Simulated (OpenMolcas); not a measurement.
## O4+: effect of the basis set

* Program: OpenMolcas 26.06
* Method: MS-CASPT2, IPEA 0.25 Eh, imaginary shift 0.1 Eh (closed shells correlated: 1s)
* Active space: 2 electrons in 4 orbitals (2s 2p)
* State averaging: 2S+1 = 3 even, 3 roots; 2S+1 = 1 even, 7 roots; 2S+1 = 3 odd, 3 roots; 2S+1 = 1 odd, 3 roots
* Spin-orbit coupling: state interaction with AMFI integrals over the reference wave functions, term energies averaged over their components

A. ANO-RCC-VDZP [3s2p1d], DKH2, point nucleus; CASPT2 step roughly 1.6 core-seconds
B. ANO-L-VTZP [4s3p2d1f], non-relativistic, point nucleus; CASPT2 step of the order of 1.8 core-seconds
C. ANO-RCC-VTZP [4s3p2d1f], DKH2, point nucleus; CASPT2 step about 1.6 core-seconds
D. ANO-R3 [4s4p2d1f], X2C, finite nucleus; CASPT2 step roughly 1.9 core-seconds
E. ANO-R2 [4s4p2d1f], X2C, finite nucleus; CASPT2 step about 1.7 core-seconds
F. ANO-RCC-VQZP [5s4p3d2f1g], DKH2, point nucleus; CASPT2 step of the order of 2.1 core-seconds

Energies in cm⁻¹ above 2s² ¹S₀, the measured ground level; measured values from Moore, Selected Tables of Atomic Spectra, NSRDS-NBS 3, section 9.

```csv
Level,A,B,C,D,E,F,Measured
2s² ¹S₀,0.0,0.0,0.0,0.0,0.0,0.0,0.0
2s 2p ³P°₀,93320,81640,82050,82300,82300,81970,81942
2s 2p ³P°₁,93430,81790,82200,82440,82440,82120,82079
2s 2p ³P°₂,93660,82080,82500,82730,82730,82410,82385
2s 2p ¹P°₁,172650,161980,161820,161350,161350,160520,158798
2p² ³P₀,236540,213570,214280,214290,214290,213820,213462
2p² ³P₁,236650,213720,214430,214440,214440,213970,213618
2p² ³P₂,236880,214010,214720,214720,214720,214260,213887
2p² ¹D₂,254820,233550,234060,233780,233780,232980,231721
2p² ¹S₀,309020,292050,291850,290630,290630,289480,287910
```

Deviations, from unrounded energies. A percentage is the sum of absolute deviations over the sum of measured energies, with the sign that they share, or ± where signs differ.

```json
{"Against measurement": "mean absolute deviation (cm-1)", "Levels": "9", "A": "18000", "B": "1200", "C": "1300", "D": "1200", "E": "1200", "F": "640"}
{"Against measurement": "other configurations (%)", "Levels": "9", "A": "+10.3", "B": "±0.7", "C": "+0.8", "D": "+0.7", "E": "+0.7", "F": "+0.4"}
```

F lies closest to measurement on these levels and A furthest from it. The largest miss of F in the table is 2s 2p ¹P°₁, by +1700 cm-1. The ranking rests on the paired levels alone, and a cruder setting can come out closer through cancelling errors.

Among A to F the level of the table that moves most is 2p² ³P₀, by 23000 cm-1 (lowest in B, highest in A). Moves below CASPT2's spread within the term are not significant.

Term energies are means over components that CASPT2 splits; among the terms shown or strongly mixed into the levels shown the widest spread is 68 cm-1 (2p² ¹D, B). The basis is small and was not contracted for so high a charge (holds for A). Computed and measured levels are paired by configuration, term and J; levels that our copy of the source lacks, or whose pairing is in doubt (as where it misses far off the trend of its configuration), stay unpaired and out of the deviations. Levels of configurations outside the active space are missing.

° marks odd parity.
